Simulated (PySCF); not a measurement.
# ReSe₂⁺: breathing scan

Computed with UPBE/[Re def2-SVP with ECP60, Se def2-SVP], scalar-relativistic core potentials, density fitting, no spin–orbit coupling, PySCF.

Rigid scan from the triplet minimum (Re–Se 2.226 Å (×2); Se–Re–Se 110.6°). Coordinate: all bonds to the central atom scaled together. Energies in kJ/mol from the minimum.

| scale of all bonds to the centre | E (kJ/mol) | dipole size (D, about the centre of mass) | ⟨S²⟩ |
| --- | --- | --- | --- |
| 0.88 | 286.5 | 1.17 | 2.01 |
| 0.92 | 109.9 | 1.23 | 2.02 |
| 0.96 | 23.8 | 1.30 | 2.03 |
| 1.00 | 0.0 | 1.36 | 2.05 |
| 1.04 | 17.9 | 1.41 | 2.08 |
| 1.08 | 62.2 | 1.45 | 2.16 |
| 1.14 | 153.7 | 1.50 | 2.46 |
| 1.22 | 282.1 | 1.50 | 3.22 |
| 1.35 | 446.0 | 1.41 | 4.43 |

Spin contamination is strong at 1.14, 1.22, 1.35, so these points are less reliable.

With open d or f shells other occupations or spin states may lie lower. Spin–orbit coupling, left out here, can matter for elements this heavy.
